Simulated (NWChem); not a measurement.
System: I anion

The following NWChem deck was run.

```
start job
memory heap 200 mb stack 900 mb global 1100 mb
charge -1
geometry units angstroms noautoz
  I      0.000000     0.000000     0.000000
end
basis spherical
  I library def2-svp
end
ecp
  I library def2-ecp
end
dft
  xc m06-2x
  iterations 150
  mulliken
end
task dft gradient
```

Parts of the log:

```
             Northwest Computational Chemistry Package (NWChem) 7.3.0
             --------------------------------------------------------

                             Geometry "geometry" -> ""
                             -------------------------

 Output coordinates in angstroms (scale by  1.889725989 to convert to a.u.)

  No.       Tag          Charge          X              Y              Z
 ---- ---------------- ---------- -------------- -------------- --------------
    1 I                   53.0000     0.00000000     0.00000000     0.00000000

 Effective nuclear repulsion energy (a.u.)       0.0000000000

                                 NWChem DFT Module
                                 -----------------

 Summary of "ao basis" -> "ao basis" (spherical)
 ------------------------------------------------------------------------------
       Tag                 Description            Shells   Functions and Types
 ---------------- ------------------------------  ------  ---------------------
 I                          def2-svp                10       26   4s4p2d

            General Information
            -------------------
          SCF calculation type: DFT
          Wavefunction type:  closed shell.
          No. of atoms     :     1
          No. of electrons :    26
           Alpha electrons :    13
            Beta electrons :    13
          Charge           :    -1
          Spin multiplicity:     1
          Use of symmetry is: off; symmetry adaption is: off
          Maximum number of iterations: 150
          AO basis - number of functions:    26
                     number of shells:    10
          Convergence on energy requested:  1.00D-06
          Convergence on density requested:  1.00D-05
          Convergence on gradient requested:  5.00D-04

              XC Information
              --------------
                       M06-2X Method XC Functional
                     Hartree-Fock (Exact) Exchange  0.540
                        M06-2X Exchange Functional  1.000
                      M06-2X Correlation Potential  1.000

             Grid Information
             ----------------
          Grid used for XC integration:  medium
          Radial quadrature: Mura-Knowles
          Angular quadrature: Lebedev.
          Tag              B.-S. Rad. Rad. Pts. Rad. Cut. Ang. Pts.
          ---              ---------- --------- --------- ---------
          I                   1.40      123           5.0       590
          Grid pruning is: on
          Number of quadrature shells:   123
          Spatial weights used:  Erf1

      Superposition of Atomic Density Guess
      -------------------------------------

 Sum of atomic energies:        -347.12711987

 Renormalizing density from      25.00 to     26

      Non-variational initial energy
      ------------------------------

 Total energy =    -299.170409
 1-e energy   =    -538.105576
 2-e energy   =     238.935168
 HOMO         =       0.057677
 LUMO         =       0.791292

     ---------------------------------------------
      Total Density - Mulliken Population Analysis
     ---------------------------------------------

    Atom       Charge   Shell Charges
 -----------   ------   -------------------------------------------------------
    1 I   25    26.00   1.82  0.20  0.90  1.08  2.98  3.03  1.74  4.25  9.66  0.34

   convergence    iter        energy       DeltaE   RMS-Dens  Diis-err
 ---------------- ----- ----------------- --------- --------- ---------
 d= 0,ls=0.0,diis     1   -297.5760393751 -2.98D+02  7.38D-02  1.46D+00
 d= 0,ls=0.0,diis     2   -297.6669861952 -9.09D-02  2.64D-02  4.12D-01
 d= 0,ls=0.0,diis     3   -297.7061904844 -3.92D-02  4.84D-04  3.27D-05
 d= 0,ls=0.0,diis     4   -297.7059996513  1.91D-04  1.21D-04  5.50D-06
 d= 0,ls=0.0,diis     5   -297.7060005121 -8.61D-07  1.07D-05  4.02D-08
 d= 0,ls=0.0,diis     6   -297.7060005187 -6.51D-09  6.07D-07  5.84D-11

         Total DFT energy =     -297.706000518655
      One electron energy =     -525.599400793931
           Coulomb energy =      250.289087882804
    Exchange-Corr. energy =      -22.395687607528
 Nuclear repulsion energy =        0.000000000000

 Numeric. integr. density =       26.000001036671

                       DFT Final Molecular Orbital Analysis
                       ------------------------------------

 Vector   11  Occ=2.000000D+00  E=-4.866148D-02
              MO Center= -8.1D-13,  5.8D-13,  5.8D-13, r^2= 2.1D+00
   Bfn.  Coefficient  Atom+Function         Bfn.  Coefficient  Atom+Function
  ----- ------------  ---------------      ----- ------------  ---------------
    14      0.454148  1 I  px                11      0.386432  1 I  px
    15     -0.304493  1 I  py                16     -0.304348  1 I  pz
    12     -0.259092  1 I  py                13     -0.258968  1 I  pz
     8     -0.168830  1 I  px                 5     -0.136860  1 I  px
     9      0.113196  1 I  py                10      0.113142  1 I  pz

 Vector   12  Occ=2.000000D+00  E=-4.866148D-02
              MO Center=  1.9D-13, -1.4D-13, -8.9D-14, r^2= 2.1D+00
   Bfn.  Coefficient  Atom+Function         Bfn.  Coefficient  Atom+Function
  ----- ------------  ---------------      ----- ------------  ---------------
    15      0.506969  1 I  py                12      0.431378  1 I  py
    16     -0.351738  1 I  pz                13     -0.299293  1 I  pz
     9     -0.188467  1 I  py                 6     -0.152779  1 I  py
    10      0.130760  1 I  pz                 7      0.105999  1 I  pz
    14      0.104190  1 I  px                11      0.088655  1 I  px

[...]

                         DFT ENERGY GRADIENTS

    atom               coordinates                        gradient
                 x          y          z           x          y          z
   1 I       0.000000   0.000000   0.000000   -0.000000   0.000000  -0.000000
```

Level: M06-2X/def2-SVP with def2 effective core potentials on I. Sets without diffuse functions describe the anion's extra electron poorly. def2 effective core potentials on I; no spin-orbit coupling.
